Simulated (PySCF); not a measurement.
H3NSSn, SMILES [NH2][Sn][SH] (connectivity only; charge and spin as stated), neutral, multiplicity 1.

Geometry: B3LYP-D3(BJ)/def2-SVP. The def2 effective core potentials stand for the cores of Sn; spin–orbit coupling is left out. The values are those of a single conformer.

These are B3LYP-D3(BJ)/def2-SVP in PySCF values and carry that method's errors.

Frequencies are harmonic and unscaled.

### Question
Estimate the vibrational spectrum. (Estimate from the structure and the level; the computed values follow.)

### Answer

```json
[
 {"mode": "1", "ν (cm⁻¹)": "150", "IR (km/mol)": "2.0", "Raman (Å⁴/amu)": "3.3", "depolarisation": "0.73", "moving atoms (share of kinetic energy)": "N 47 %, S 23 %, H 20 %, Sn 10 %"},
 {"mode": "2", "ν (cm⁻¹)": "222", "IR (km/mol)": "0.3", "Raman (Å⁴/amu)": "9.3", "depolarisation": "0.75", "moving atoms (share of kinetic energy)": "H 92 %"},
 {"mode": "3", "ν (cm⁻¹)": "318", "IR (km/mol)": "36.4", "Raman (Å⁴/amu)": "20.6", "depolarisation": "0.35", "moving atoms (share of kinetic energy)": "S 76 %, Sn 21 %"},
 {"mode": "4", "ν (cm⁻¹)": "332", "IR (km/mol)": "217.7", "Raman (Å⁴/amu)": "1.0", "depolarisation": "0.75", "moving atoms (share of kinetic energy)": "H 84 %, N 15 %"},
 {"mode": "5", "ν (cm⁻¹)": "429", "IR (km/mol)": "3.5", "Raman (Å⁴/amu)": "1.9", "depolarisation": "0.75", "moving atoms (share of kinetic energy)": "H 99 %"},
 {"mode": "6", "ν (cm⁻¹)": "595", "IR (km/mol)": "39.8", "Raman (Å⁴/amu)": "19.2", "depolarisation": "0.37", "moving atoms (share of kinetic energy)": "N 62 %, H 28 %, Sn 10 %"},
 {"mode": "7", "ν (cm⁻¹)": "609", "IR (km/mol)": "30.4", "Raman (Å⁴/amu)": "13.0", "depolarisation": "0.32", "moving atoms (share of kinetic energy)": "H 78 %, N 20 %"},
 {"mode": "8", "ν (cm⁻¹)": "686", "IR (km/mol)": "33.6", "Raman (Å⁴/amu)": "4.4", "depolarisation": "0.75", "moving atoms (share of kinetic energy)": "H 85 %, N 10 %"},
 {"mode": "9", "ν (cm⁻¹)": "1506", "IR (km/mol)": "11.9", "Raman (Å⁴/amu)": "8.0", "depolarisation": "0.63", "moving atoms (share of kinetic energy)": "H 90 %, N 10 %"},
 {"mode": "10", "ν (cm⁻¹)": "2670", "IR (km/mol)": "2.8", "Raman (Å⁴/amu)": "143.0", "depolarisation": "0.33", "moving atoms (share of kinetic energy)": "H 97 %"},
 {"mode": "11", "ν (cm⁻¹)": "3539", "IR (km/mol)": "17.2", "Raman (Å⁴/amu)": "226.4", "depolarisation": "0.18", "moving atoms (share of kinetic energy)": "H 96 %"},
 {"mode": "12", "ν (cm⁻¹)": "3650", "IR (km/mol)": "22.1", "Raman (Å⁴/amu)": "95.8", "depolarisation": "0.73", "moving atoms (share of kinetic energy)": "H 91 %, N 9 %"}
]
```
